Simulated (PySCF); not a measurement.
Isomers of C5H10O2, one GFN2-xTB conformer each. Single-point energies are computed at PBE0/pcSseg-1 (PySCF, gas phase, no added dispersion term), electronic only.

```csv
SMILES,GFN2-xTB relative energy (kcal/mol)
C=C[C@@H](CO)OC,41.7
CCCOC(C)=O,0.0
CCCC(=O)OC,2.6
```

Conformers: `[CH2:1]=[CH:2][C@@H:3]([CH2:4][OH:5])[O:6][CH3:7]` with C1–C2–C3–C4 121°, C2–C3–C4–O5 63°, C3–C4–O5–H 50°, C2–C3–O6–C7 68°; `[CH3:1][CH2:2][CH2:3][O:4][C:5]([CH3:6])=[O:7]` with C1–C2–C3–O4 178°, C2–C3–O4–C5 84°, C3–O4–C5–C6 179°; `[CH3:1][CH2:2][CH2:3][C:4](=[O:5])[O:6][CH3:7]` with C1–C2–C3–C4 -65°, C2–C3–C4–O5 -60°, C3–C4–O6–C7 -179°.

What does PBE0/pcSseg-1 give for the same structures?

```csv
SMILES,PBE0/pcSseg-1 E (Eh),PBE0/pcSseg-1 (kcal/mol),GFN2-xTB (kcal/mol),point group
CCCOC(C)=O,-346.58352,0.0,0.0,C1
CCCC(=O)OC,-346.57856,3.1,2.6,C1
C=C[C@@H](CO)OC,-346.51213,44.8,41.7,C1
```

Both levels put the same isomer lowest; measured from each level's own lowest isomer, the values differ by up to 3.1 kcal/mol (C=C[C@@H](CO)OC: 41.7 against 44.8). As drawn, the lowest has a C=O bond and a C(=O)–O unit, which the highest lacks; the highest has an O–H bond and a C=C bond outside aromatic rings, which the lowest lacks.

Which frontier levels, dipoles and rotational constants go with these structures?

| SMILES | HOMO (eV, PBE0/pcSseg-1) | LUMO (eV) | dipole (D) | A, B, C (MHz) |
| --- | --- | --- | --- | --- |
| CCCOC(C)=O | -7.90 | 0.48 | 1.83 | 6883, 1304, 1208 |
| CCCC(=O)OC | -7.90 | 0.37 | 1.74 | 4681, 1630, 1495 |
| C=C[C@@H](CO)OC | -7.45 | 0.09 | 2.45 | 2908, 2322, 1493 |
